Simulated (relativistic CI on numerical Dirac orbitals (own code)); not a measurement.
What each ingredient does to the levels of Te⁵⁺

Base calculation: Dirac-Coulomb-Breit CI, orbitals from a KLI potential per configuration, model QED (radiative potential, 1s self-energy scaled to tabulated hydrogen-like ionisation energies), valence Slater integrals scaled by 0.85, P86 correlation energy added to each configuration.

Configurations in the expansion (outside the closed core [Kr]): 4d¹⁰5s, 4d¹⁰5p, 4d¹⁰5d, 4d¹⁰5f, 4d¹⁰5g, 4d¹⁰4f, 4d¹⁰6s, 4d⁹5s², 4d¹⁰6p, 4d⁹5s4f, 4d¹⁰6d, 4d¹⁰7s, 4d⁹5s5p, 4d¹⁰7p, 4d¹⁰6f, 4d¹⁰7d, 4d¹⁰8s, 4d¹⁰9s, 4d⁹5s6s, 4d⁹5s5d, 4d⁹5s6p, 4d⁹5s6d. Double excitations out of closed p, d and f shells are left out; levels of such configurations are missing from the list, as are those of other unlisted configurations, and high levels can miss mixing partners.

The lowest level and the first level of each name with at least 55 % of one term (blank where a level has no safe partner in the second run):

```
        Level  Base (cm⁻¹)  Shift (cm⁻¹)
 4d¹⁰5s ²S1/2            0             0
4d¹⁰5p ²P°1/2        90569          +480
4d¹⁰5p ²P°3/2       101912          +458
 4d¹⁰5d ²D3/2       233557           +30
 4d¹⁰5d ²D5/2       235104           +34
4d¹⁰4f ²F°7/2       264005           +60
4d¹⁰4f ²F°5/2       264235           +59
 4d¹⁰6s ²S1/2       271547           +46
 4d⁹5s² ²D5/2       302040           +46
4d¹⁰6p ²P°1/2       307011          +103
4d¹⁰6p ²P°3/2       311217          +113
 4d⁹5s² ²D3/2       313774           +27
 4d¹⁰6d ²D3/2       367016            -5
 4d¹⁰6d ²D5/2       367707            -3
```

At this charge configurations can still be misplaced by up to about 7 % of their energy. Levels and lines within the n = 5 or 6 shells can be off by up to 10 % or somewhat more, and those that change n by about 2 %, since core polarisation is missing. 13 of the 28 excited levels that our extract of the measured tables holds in this range could be paired (the sources list more); they are missed by 5000 cm⁻¹ on average and 10273 at most, and levels without a partner can miss by more.

Q: One thing was changed in a second run, which moved the levels as shown. Which?
A. Breit term removed
B. configuration mixing switched off
C. QED terms removed
D. one mean potential for all configurations
E. Slater integrals left unscaled
F. valence Slater integrals scaled by 0.75

A: F. Valence Slater integrals scaled by 0.75. Scaling acts on the splittings between terms and on the mixing, and leaves the fine structure of pure LS terms nearly alone; in jj coupling it moves the levels of one term differently.

LS names give the leading component of a level, which can be under half, so a name can repeat, a term be missing and a line seem to break the LS rules.
